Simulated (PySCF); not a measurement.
SMILES [Br][Zn][Br] (Br₂Zn) (PBE0/def2-SVP optimised geometry):

```
3

Zn     0.000    -0.003     0.000
Br     2.230    -0.003     0.000
Br    -2.230     0.003    -0.001
```

Level of theory: PBE0/def2-TZVP in PySCF 2.14.0.

### Question
What are the frontier orbital energies and the dipole moment?

### Answer
HOMO-2 -8.96 eV, HOMO-1 -8.58 eV, HOMO -8.58 eV, LUMO -1.82 eV, LUMO+1 -0.56 eV; dipole moment 0.01 D.

Meta-Löwdin charges at PBE0/def2-TZVP: Zn1 1.19, Br2 -0.60, Br3 -0.60.
